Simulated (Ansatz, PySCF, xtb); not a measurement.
Lewis adduct: BF3 (SMILES FB(F)F) (first 4 atoms) with H2O (SMILES O); geometry from B3LYP-D3(BJ)/def2-TZVP, rigid monomers moved along the line of their centres of mass till B2···O5 is 3.36 Å.
(charge 0, multiplicity 1):
```xyz
7

F      1.0579    -0.7844     0.3019
B      0.0295     0.0251     0.5722
F      0.2110     1.3471     0.3697
F     -1.2132    -0.4605     0.3687
O      0.0202     0.0275     3.9291
H     -0.8434    -0.2734     4.2424
H      0.1474     0.9317     4.2465
```

Counterpoise-corrected where a basis set is named; no monomer relaxation. Rows marked so take none.

Rows in 6-31G* carry no dispersion term and start afresh at each structure (6-31G* with six Cartesian d functions).

Codes used: Ansatz (Gaussian basis) for Hartree–Fock, density functionals and correlated methods; PySCF for 6-31G* rows; xtb for the GFN methods. Each number belongs to the level named beside it.

Question: One of these levels gives -4.08 kcal/mol for the interaction energy. Name it.
(A) wB97M-V/def2-TZVPPD
(B) GFN1-xTB
(C) BP86/6-31G* (no counterpoise)
(D) GFN2-xTB

Answer: A, wB97M-V/def2-TZVPPD. The others give -1.80 (GFN1-xTB), -2.62 (GFN2-xTB), -4.63 (BP86/6-31G* (no counterpoise))

Ansatz is an electronic-structure program.
